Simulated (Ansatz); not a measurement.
`O[PH][SbH2]` + hydrogen peroxide → `OPO` + `[OH][SbH2]` at 600 K and 1 bar (formal exchange of groups at a P–Sb bond).

Computed with Ansatz on PBE0-D4/def2-TZVP structures; ΔE is electronic, products minus reactants. CCSD(T)/CBS is the MP2 limit (def2-TZVPP, def2-QZVPP) plus CCSD(T) − MP2 in def2-TZVPP, frozen cores. This one scheme is used for every species. Elements past krypton have def2 core potentials. For Sb outer-core shells are correlated without core-valence functions, which leaves a few kJ/mol of doubt a bond. Each species was taken in one conformer, which may not be the lowest.

| species | CCSD(T)/CBS energy (Eh) | H − E (kJ/mol) | S (J/(mol·K)) |
| --- | --- | --- | --- |
| `O[PH][SbH2]` | -658.52726 | 146.2 | 392.5 |
| `OO` | -151.44260 | 96.1 | 259.8 |
| `OPO` | -493.12147 | 138.3 | 327.5 |
| `[OH][SbH2]` | -316.98030 | 103.5 | 324.2 |

H − E and S are ideal-gas, rigid-rotor, harmonic terms from PBE0-D4/def2-TZVP, for one conformer and one mirror image of each species. 1 Eh = 2625.50 kJ/mol, R = 8.31446 J/(mol·K).

**Question.** By hand: ΔE, ΔH, ΔS and ΔG.

**Answer.** ΔE = (-493.12147) + (-316.98030) − (-658.52726) − (-151.44260) = -0.13191 Eh = -346.3 kJ/mol. Δ(H − E) = 138.3 + 103.5 − 146.2 − 96.1 = -0.5, so ΔH = -346.8 kJ/mol. ΔS = 327.5 + 324.2 − 392.5 − 259.8 = -0.6 J/(mol·K). ΔG = -346.8 − 600 × (-0.6)/1000 = -346.4 kJ/mol.

**Question.** By hand: the equilibrium constant, and the temperature at which ΔG would vanish if ΔH and ΔS stayed fixed.

**Answer.** log₁₀ K = −ΔG/(RT ln 10) = 30.2. ΔG = 0 at ΔH/ΔS = 578000 K, far beyond where these terms or the molecules hold.

The number of gas molecules stays the same, so ΔS is small and ΔH decides. A doubt of 5 kJ/mol in ΔE shifts log₁₀ K by 0.4 here. Other conformers and mirror images would add mixing entropy, several J/(mol·K) or more a flexible species. These are equilibria of isolated gas molecules and say nothing of rates. Largest T1 diagnostic: 0.014 (customary marks: 0.02 for closed shells, 0.045 for open ones).
